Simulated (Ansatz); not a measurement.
Geometry optimisation, UKS BHLYP-D4/STO-3G (Ansatz).

The input (input.yaml):

```yaml
crystal:
  periodic: [false, false, false]
  atoms:
    - { symbol: B, position_ang: [-1.0243, 0.7145, -0.1421] }
    - { symbol: C, position_ang: [0.2245, -0.0411, -0.4892] }
    - { symbol: "N", position_ang: [0.8777, -0.7711, 0.5136] }
    - { symbol: O, position_ang: [0.7492, -0.0199, -1.6688] }
    - { symbol: H, position_ang: [-1.63, 1.3579, -1.0181] }
    - { symbol: H, position_ang: [-1.504, 0.7773, 0.9447] }
    - { symbol: H, position_ang: [0.5808, -0.7879, 1.513] }
    - { symbol: H, position_ang: [1.8181, -1.2868, 0.291] }
magnetization:
  spin_polarized: true
basis:
  gaussian: { orbitals: STO-3G }
hamiltonian:
  xc: { name: BHLYP }
  dispersion: d4
relax:
  f_tol: 0.02
  max_steps: 50
```

Command:

```bash
$ ansatz run input.yaml --threads 1 --pin off --max-ram 2048MiB --backend cpu --events-out ev --progress --plain --runs-dir out
```

Where does it end, and by what steps?

The forces met the threshold. Limits of this set-up: minimal basis. After 12 steps the energy has fallen by 0.409 eV; N3 moved furthest, 0.22 Å.

```
step  energy less start (eV)  largest force component (eV/Å)  accepted
   0                  0.0000                           3.520       yes
   1                 -0.3138                           1.348       yes
   2                 -0.3352                           0.907       yes
   3                 -0.3616                           0.311       yes
   4                 -0.3714                           0.257       yes
   5                 -0.3878                           0.396       yes
   6                 -0.3989                           0.358       yes
   7                 -0.4063                           0.244       yes
   8                 -0.4083                           0.055       yes
   9                 -0.4085                           0.035       yes
  10                 -0.4088                           0.029       yes
  11                 -0.4086                           0.072        no
  12                 -0.4089                           0.019       yes
```

```xyz
8
Properties=species:S:1:pos:R:3
B -1.061 0.733 -0.140
C 0.263 -0.049 -0.521
N 0.764 -0.960 0.478
O 0.834 0.035 -1.633
H -1.649 1.291 -0.976
H -1.430 0.770 0.965
H 0.622 -0.638 1.451
H 1.750 -1.240 0.320
```

Whether the end is a true minimum wasn't checked by a vibrational analysis.

Time of the run: 16 s on 1 thread of Intel(R) Xeon(R) 6975P-C (Granite Rapids), with other jobs on the host, peak memory 0.17 GiB.
